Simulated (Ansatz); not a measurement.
Relaxation of FGeH₃ (5 atoms, charge 0, multiplicity 1), to a largest force component of 0.03 eV/Å in at most 50 steps.

Theory: Ansatz 0.2.0, RKS r2SCAN-D4/def2-SVP.

```xyz
5
Properties=species:S:1:pos:R:3
Ge -0.053 0.000 -0.845
F 1.430 0.000 1.609
H 2.055 0.000 0.924
H -1.058 1.137 -0.379
H -1.058 -1.137 -0.379
```

Where does it end, and by what steps?

The run converged. After 6 steps the energy has fallen by 0.183 eV; F2 moved furthest, 0.48 Å.

```json
{"step": "0", "energy less start (eV)": "0.0000", "largest force component (eV/Å)": "0.342", "accepted": "yes"}
{"step": "1", "energy less start (eV)": "-0.0823", "largest force component (eV/Å)": "1.187", "accepted": "yes"}
{"step": "2", "energy less start (eV)": "-0.1549", "largest force component (eV/Å)": "0.634", "accepted": "yes"}
{"step": "3", "energy less start (eV)": "-0.1760", "largest force component (eV/Å)": "0.191", "accepted": "yes"}
{"step": "4", "energy less start (eV)": "-0.1810", "largest force component (eV/Å)": "0.051", "accepted": "yes"}
{"step": "5", "energy less start (eV)": "-0.1831", "largest force component (eV/Å)": "0.092", "accepted": "yes"}
{"step": "6", "energy less start (eV)": "-0.1835", "largest force component (eV/Å)": "0.010", "accepted": "yes"}
```

```xyz
5
Properties=species:S:1:pos:R:3
Ge 0.038 0.000 -0.798
F 1.112 0.000 1.246
H 2.001 0.000 0.965
H -0.918 1.139 -0.241
H -0.918 -1.139 -0.241
```

Whether the end is a true minimum wasn't checked by a vibrational analysis.

The run took 7.7 s on 1 thread of Intel(R) Xeon(R) 6975P-C (Granite Rapids), on a shared host, peak memory 0.12 GiB.
